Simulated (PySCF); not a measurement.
From computed data to an observable: oscillator strength and radiative lifetime

Si(H)(F)(Et)(OH) (C2H7FOSi), SMILES CC[SiH](O)F.

Geometry: PBE0-D3(BJ)/def2-SVP. The structure was generated by enumeration, and PubChem lists no compound with its InChIKey, so it may never have been made. The values are those of a single conformer.

TDA-PBE/def2-SVPD run with PySCF 2.14.0 puts the first singlet state with f over 0.02 at 7.65 eV (vertical), with the transition dipole (-0.372, 0.135, -0.158) in atomic units.

Question: Find the oscillator strength, the wavelength and the radiative lifetime that this transition would have in vacuum if emission retraced absorption.

Answer: 
|μ|² = 0.1816 au, so |μ| = 1.08 D. ΔE = 7.65/27.211 = 0.2811 hartree. f = (2/3) ΔE |μ|² = 0.034 (the program prints 0.034).
λ = 1239.84/7.65 = 162 nm; ν = 61701 cm⁻¹.
Einstein's coefficient A = 0.6670 ν² f s⁻¹ (ν in cm⁻¹) = 8.6e7 s⁻¹, so τ = 1/A = 12 ns. This state is S4; the lower singlets have f = 0.009, 0.001, 0.015. The figure is the radiative limit of this one transition; relaxation, internal conversion, crossing to triplets and a medium change what is measured.
